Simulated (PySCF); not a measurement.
A PySCF script (with the pyscf-properties extension) for the NMR shieldings of `Cl/C([SiH2]SC)=C/[SiH3]`, C3H9ClSSi2, on a GFN2-xTB geometry:

```python
import basis_set_exchange as bse
import numpy as np
from pyscf import gto, dft
from pyscf.prop import nmr

atoms = """
C    -2.211260   -0.692619   -0.431794
S    -1.336720   -1.604924    0.882685
Si   -0.468758    0.031553    1.965059
C     0.256987    1.251290    0.710687
Cl   -0.571510    2.799851    0.742166
C     1.241356    1.063415   -0.157756
Si    2.229101   -0.530302   -0.366507
H    -1.487988   -0.167974   -1.048566
H    -2.744347   -1.427886   -1.024465
H    -2.913397    0.006331    0.010655
H     0.547706   -0.586739    2.799154
H    -1.518461    0.725046    2.704354
H     1.505533    1.881953   -0.818545
H     1.420913   -1.519224   -1.079694
H     2.641518   -1.039567    0.941296
H     3.401729   -0.181260   -1.172517
"""
names = dict.fromkeys(["C", "S", "Si", "Cl", "H"], "pcSseg-1")
basis = {el: gto.basis.parse(bse.get_basis(n, elements=[el], fmt="nwchem")) for el, n in names.items()}
mol = gto.M(atom=atoms, basis=basis, charge=0, verbose=0)
mf = dft.RKS(mol, xc="PBE0")
mf.grids.level = 2
mf.grids.alignment = dft.numint.BLKSIZE   # the property module wants whole blocks of grid points
mf.conv_tol = 1e-9
mf.kernel()

calc = nmr.RKS(mf)   # GIAO
C = mf.mo_coeff
Co = C[:, mf.mo_occ > 0]
resp = mf.gen_response(singlet=True, hermi=2)
def vind(x):   # induced exchange potential for any number of trial vectors
    d = np.einsum("pi,xij,qj->xpq", C, 2 * x.reshape(-1, C.shape[1], Co.shape[1]), Co, optimize=True)
    return np.einsum("xpq,pi,qj->xij", resp(d - d.transpose(0, 2, 1)), C, Co, optimize=True).ravel()
mo1, _ = nmr.rhf.solve_mo1(calc, with_cphf=vind)
sigma = calc.kernel(mo1)
for i, s in enumerate(sigma):   # ppm
    print("%2d %-2s %9.2f" % (i, mol.atom_pure_symbol(i), np.trace(s) / 3))
```

Question: Give the expected output.

Answer: 
```
 0 C     173.39
 1 S     707.51
 2 Si    375.10
 3 C      29.57
 4 Cl    566.79
 5 C      41.93
 6 Si    433.92
 7 H      29.66
 8 H      29.67
 9 H      29.74
10 H      26.45
11 H      26.56
12 H      24.39
13 H      27.21
14 H      27.46
15 H      27.60
```

These numbers come from an equivalent density-fitted implementation of the same equations, which agrees with the script to about 0.01 ppm for H and up to a few tenths of a ppm for heavy atoms, so last digits may differ.

Question: Turn these shieldings into chemical shifts. Chemical shifts δ = σref − σ; ¹³C (σref 186.93), ²⁹Si (σref 349.16), ¹H (σref 31.72) vs TMS; CS2 for ³³S (σref 503.73); ³⁵Cl (σref 949.78) against HCl, all at this level.

Answer: Averaging equivalent atoms: C 3: 157.4; C 5: 145.0; C 0: 13.5; S 1: -204; Si 2: -25.9; Si 6: -84.8; Cl 4: 383; H 12: 7.32; H 10/11: 5.21; H 13/14/15: 4.29; H 7/8/9: 2.03 ppm. 

Size and cost of the density-fitted run: 192 basis functions, 41 s wall time on 1 thread of an Arm Neoverse V2, shared host; peak memory 0.86 GiB.
